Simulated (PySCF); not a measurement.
## Vertical excitation energies

Vinyl propionate, C5H8O2.
InChI=1S/C5H8O2/c1-3-5(6)7-4-2/h4H,2-3H2,1H3

The calculation used TDDFT B3LYP/def2-SVPD, vertical, gas phase, core orbitals frozen in the response (PySCF). One conformer (not necessarily the lowest) at the GFN2-xTB geometry, without solvent, vibrations or thermal averaging. Torsions of this conformer, `[CH2:1]=[CH:2][O:3][C:4](=[O:5])[CH2:6][CH3:7]`: C1–C2–O3–C4 180°, C2–O3–C4–O5 0°, O3–C4–C6–C7 180°.

Q: What does the calculation give for the low-lying excited states?

A: 

```json
{"state": "S1", "λ (nm)": "216.3", "E (eV)": "5.73", "f": "0.0006", "symmetry": "–", "main configurations (H = HOMO, L = LUMO)": "H-1→L (92%)"}
{"state": "S2", "λ (nm)": "203.4", "E (eV)": "6.10", "f": "0.315", "symmetry": "A′", "main configurations (H = HOMO, L = LUMO)": "H→L (91%)"}
{"state": "S3", "λ (nm)": "182.4", "E (eV)": "6.80", "f": "0.024", "symmetry": "A″", "main configurations (H = HOMO, L = LUMO)": "H→L+1 (89%), H→L+3 (10%)"}
{"state": "S4", "λ (nm)": "169.6", "E (eV)": "7.31", "f": "0.021", "symmetry": "A″", "main configurations (H = HOMO, L = LUMO)": "H→L+3 (85%), H→L+1 (9%)"}
{"state": "S5", "λ (nm)": "167.8", "E (eV)": "7.39", "f": "0.208", "symmetry": "A′", "main configurations (H = HOMO, L = LUMO)": "H→L+2 (82%)"}
{"state": "S6", "λ (nm)": "167.3", "E (eV)": "7.41", "f": "0.0004", "symmetry": "–", "main configurations (H = HOMO, L = LUMO)": "H-1→L+2 (91%)"}
{"state": "S7", "λ (nm)": "164.5", "E (eV)": "7.54", "f": "0.015", "symmetry": "A′", "main configurations (H = HOMO, L = LUMO)": "H-1→L+1 (96%)"}
{"state": "S8", "λ (nm)": "160.2", "E (eV)": "7.74", "f": "0.0008", "symmetry": "–", "main configurations (H = HOMO, L = LUMO)": "H→L+4 (75%), H→L+5 (14%), H→L+7 (9%)"}
```

Triplets (Tamm–Dancoff): T1 4.27 eV, H→L (77%), H→L+2 (20%); T2 5.26 eV, H-1→L (86%), H-1→L+2 (13%); T3 5.78 eV, H→L+2 (64%), H→L (18%), H-4→L (8%).

The lowest singlet comes at 216 nm (553 kJ/mol) in the ultraviolet; it is very weak; its leading configuration is HOMO-1→LUMO (92%). The most intense listed level is S2 at 6.10 eV (203 nm, f = 0.315), 0.36 eV above S1. Löwdin shares by element: HOMO carbon 64% or more, oxygen 24%; LUMO carbon 57% or more, oxygen 19% or more (atoms not listed hold the other 24%). Weighted by f, the mean energy of these states is 6.67 eV. The listed states span 2.01 eV, and the widest gap between neighbours is 0.70 eV (S2 to S3). Of the 8 states listed, 5 reach f = 0.01 and 1 stays under 0.0005. Symmetry labels in Cs follow from the direction of the transition dipole and are given only for states with f of 0.002 or more. Singlets were solved by full linear response, triplets in the Tamm–Dancoff approximation.
